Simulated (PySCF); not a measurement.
Si(F)(Me)(NH2)2 (CH7FN2Si), SMILES C[Si](N)(N)F.

Coordinates come from a PBE0-D3(BJ)/def2-SVP optimisation. This is a generated structure with no PubChem entry under its InChIKey; it may be hypothetical. Other conformers were not sampled.

Computed with PBE0-D3(BJ)/def2-SVP (PySCF).

Frequencies are harmonic and unscaled.

```
mode  ν (cm⁻¹)  IR (km/mol)   moving atoms (share of kinetic energy)
----  --------  -----------  ---------------------------------------
1          141          0.0                                   H 97 %
2          187          4.0            H 55 %, N 21 %, F 15 %, C 9 %
3          196          4.7           H 35 %, N 29 %, C 19 %, F 16 %
4          232          1.8             H 64 %, N 12 %, C 9 %, F 9 %
5          273         13.0           H 45 %, N 26 %, Si 14 %, F 9 %
6          301         62.1          H 40 %, N 25 %, F 19 %, Si 15 %
7          311         96.6                    H 73 %, F 9 %, Si 9 %
8          343         94.8  H 27 %, N 26 %, F 23 %, Si 14 %, C 10 %
9          383         69.7                           H 73 %, N 22 %
10         426        132.5                           H 73 %, N 23 %
11         668          6.1                   C 41 %, H 28 %, N 17 %
12         730          5.3                   H 66 %, N 16 %, C 10 %
13         762          2.6                           H 72 %, C 17 %
14         792         12.6                   H 53 %, F 22 %, N 13 %
15         811          5.7                           H 55 %, N 34 %
16         865        162.7          Si 35 %, H 29 %, N 21 %, F 10 %
17         936        214.8           Si 46 %, N 23 %, H 20 %, F 8 %
18         965        234.3                  Si 48 %, N 22 %, H 19 %
19        1272         49.6                           H 76 %, C 23 %
20        1428          2.9                                   H 96 %
21        1430          4.8                                   H 96 %
22        1532         95.6                           H 88 %, N 12 %
23        1539         43.8                           H 88 %, N 11 %
24        3059          1.6                                   H 97 %
25        3160          5.0                            H 91 %, C 9 %
26        3169          4.1                            H 91 %, C 9 %
27        3621         30.4                                   H 96 %
28        3633         36.2                                   H 96 %
29        3725         33.7                            H 91 %, N 9 %
30        3738         39.2                            H 91 %, N 9 %
```
